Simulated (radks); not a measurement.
Ionisation of the scandium ion Sc+, [Ar] 3d1 4s1, to [Ar] 3d1 as the strength of local exchange is varied. Method: Dirac Kohn-Sham, Slater X-alpha exchange (alpha = 2/3 is LDA exchange), no correlation, spin-unpolarised, spherical densities, point nucleus; open shells fill j = l - 1/2 first; computed with a radial shooting solver on a logarithmic mesh with Libxc functionals.

| alpha | E(Sc+) (hartree) | exchange (hartree) | IE (eV) | -e of the level emptied (eV) | <r> of it (bohr) |
|---|---|---|---|---|---|
| 0.667 | -760.44452 | -35.28769 | 12.060 | 9.038 (4s1/2) | 3.399 |
| 0.711 | -762.77544 | -37.71562 | 12.300 | 9.281 (4s1/2) | 3.365 |
| 0.75 | -764.84666 | -39.87783 | 12.515 | 9.500 (4s1/2) | 3.335 |
| 0.784 | -766.65630 | -41.77062 | 12.704 | 9.693 (4s1/2) | 3.310 |
| 0.794 | -767.18925 | -42.32870 | 12.760 | 9.751 (4s1/2) | 3.303 |
| 0.8 | -767.50917 | -42.66385 | 12.794 | 9.785 (4s1/2) | 3.298 |
| 0.914 | -773.60943 | -49.07450 | 13.443 | 10.455 (4s1/2) | 3.216 |
| 0.935 | -774.73766 | -50.26426 | 13.565 | 10.581 (4s1/2) | 3.201 |

NIST Atomic Spectra Database: 12.800 eV (measured). The Delta-SCF value meets it near alpha = 0.80. Spin polarisation and multiplet splitting are left out, so open shells lie too high by an amount that depends on their filling.

Beside tabulated values, note that spin-unpolarised runs miss the spin-polarisation part of the exchange energy of open shells.
